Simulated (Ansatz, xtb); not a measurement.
Breaking the C4–H7 bond in C2H6Be (SMILES [BeH][CH2]C) (multiplicity 1 held, fragments rigid). Energies count from the point at 1.093 Å.
Geometry at that point (charge 0, multiplicity 1):
```xyz
9

Be    -1.44517    -0.33871     0.77012
H     -2.68932    -0.19576     1.22435
C      0.12566    -0.52297     0.19842
C      0.70150     0.65782    -0.61085
H      0.16970    -1.43496    -0.41255
H      0.78522    -0.73143     1.05193
H      0.72544     1.57703    -0.02084
H      0.10331     0.86593    -1.50107
H      1.72341     0.46492    -0.94768
```

R- and RO- levels are restricted; in cc, def2 and unpolarised 6-31G sets they are followed outwards from rest. U- levels take the lowest unrestricted solution at each point, which mixes spins at long bonds. Curves can end on different states.

Cores are frozen in the correlated methods.

Run with Ansatz (Gaussian orbitals); xtb for the GFN methods. Values without a source in brackets are computed. The GFN methods have no spin term and hold the electronic entropy of 300 K.

Q: One of these levels gives 594.7 kJ/mol for the energy at R = 3.496 Å. Which one is it?
(A) R-HF/cc-pVDZ
(B) R-SCS-MP2/cc-pVDZ
(C) GFN2-xTB
(D) U-HF/cc-pVDZ

A: B, R-SCS-MP2/cc-pVDZ. The others give 525.1 (GFN2-xTB), 755.1 (R-HF/cc-pVDZ), 364.2 (U-HF/cc-pVDZ)

Doubts at one or more of the structures used: a restricted determinant that unrestricted orbitals would lower (R-HF/cc-pVDZ, R-SCS-MP2/cc-pVDZ); a spin-contaminated determinant (U-HF/cc-pVDZ).

Ansatz is a program for electronic structure.
